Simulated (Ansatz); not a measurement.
Cost and result for the atomization energy of CH5BClNSi, SMILES `Cl[SiH]1BCN1` (10 atoms, 10 bonds).

| atom | x (Å) | y (Å) | z (Å) |
| --- | --- | --- | --- |
| Cl1 | 0.163 | -0.660 | -2.822 |
| Si2 | -0.237 | -0.985 | -0.808 |
| B3 | 1.171 | -0.289 | 0.457 |
| C4 | 0.109 | 0.830 | 0.801 |
| N5 | -1.018 | 0.298 | 0.014 |
| H6 | -0.939 | -2.294 | -0.804 |
| H7 | 2.273 | -0.441 | 0.878 |
| H8 | -0.100 | 0.905 | 1.878 |
| H9 | 0.456 | 1.827 | 0.482 |
| H10 | -1.879 | 0.809 | -0.078 |

Charge 0, multiplicity 1. The structure was optimised at the PBE0-D4/def2-TZVP level. Program: Ansatz. All runs use 4 threads of an Arm Neoverse V2 on a shared host. Times are those of one run each, without the atoms' runs, and a repeat can differ threefold. Electronic energies, without spin–orbit coupling; frozen cores. CCSD(T)/CBS adds CCSD(T) − MP2 in def2-TZVPP to the MP2 limit, and its time is that of the two runs behind it. T1 = 0.011. B3LYP takes the VWN-RPA correlation (the form of Gaussian; ORCA's B3LYP/G).

CCSD(T)/CBS is a level of theory with its own doubt, some kJ/mol a heavy atom from the limit and from the frozen cores, so smaller differences don't rank the functionals.

| level | functions | atomization (kJ/mol) | difference from CCSD(T)/CBS | per bond |
| --- | --- | --- | --- | --- |
| ωB97M-V/def2-TZVPP (with forces) | 247 | 3583.4 | 35.1 | 3.5 |
| B3LYP-D4/def2-TZVPP (with forces) | 247 | 3559.7 | 11.4 | 1.1 |
| r2SCAN-D4/def2-TZVPP (with forces) | 247 | 3572.4 | 24.1 | 2.4 |
| B2PLYP/def2-TZVPP | 247 | 3515.0 | -33.3 | -3.3 |
| CCSD(T)/def2-TZVPP | 247 | 3440.6 | -107.7 | -10.8 |
| PBE-D4/def2-TZVPP (with forces) | 247 | 3636.6 | 88.3 | 8.8 |
| MP2/def2-QZVPP | 461 | 3573.9 | 25.6 | 2.6 |
| CCSD(T)/CBS(def2) | – | 3548.3 | 0.0 | 0.0 |
| PBE0-D4/def2-TZVPP | 247 | 3584.4 | 36.1 | 3.6 |
| ωB97X-V/def2-TZVPP | 247 | 3587.6 | 39.3 | 3.9 |

Problem. Order the runs by time, with rough figures. (Estimate.)

Solution. The calculation gave: PBE-D4/def2-TZVPP (with forces) 2.5 s; PBE0-D4/def2-TZVPP 2.9 s; B3LYP-D4/def2-TZVPP (with forces) 4.2 s; r2SCAN-D4/def2-TZVPP (with forces) 4.6 s; B2PLYP/def2-TZVPP 5.5 s; ωB97X-V/def2-TZVPP 7.5 s; ωB97M-V/def2-TZVPP (with forces) 11 s; MP2/def2-QZVPP 18 s; CCSD(T)/def2-TZVPP 96 s; CCSD(T)/CBS(def2) 110 s.

The D4 term adds +39.1 kJ/mol with B3LYP and +20.4 kJ/mol with PBE0; it sums over pairs of atoms, weighted by their polarisabilities, and B3LYP, whose exchange is more repulsive, gets the larger term. From PBE to PBE0 (25 % exact exchange), in def2-TZVPP and without D4, the atomization energy moves by −48.5 kJ/mol: exact exchange takes away binding that semilocal exchange gives to molecules. In def2-TZVPP, CCSD(T) changes the Hartree–Fock value by +857.0 kJ/mol (the triples alone add +55.7 kJ/mol) and MP2 by +926.3 kJ/mol; breaking electron pairs costs correlation energy, which Hartree–Fock lacks.
